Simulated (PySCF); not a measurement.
Method: B3LYP-D3(BJ)/def2-TZVP // BP86-D3(BJ)/def2-SVP run with PySCF. Gas-phase values, no solvent. One relaxed conformer stands for a flexible species; it need not be the lowest. B3LYP has the VWN-RPA correlation part, as in Gaussian. 

Reference species: [W(F)5(NH2)] (neutral, multiplicity 1).

The HOMO–LUMO gap comes out as 4.61 eV. The HOMO is -9.18 eV and the coordination number is 6.

Changed species: [W(NH2)6] (6 of 6 F replaced by NH2; the reference has 1 of 6 F replaced by NH2).

Q: Predict the effect on the HOMO–LUMO gap, HOMO and coordination number.

A: the HOMO–LUMO gap falls by 0.11 eV, to 4.50 eV; the HOMO increases by 3.20 eV, to -5.98 eV; the coordination number is nearly the same.
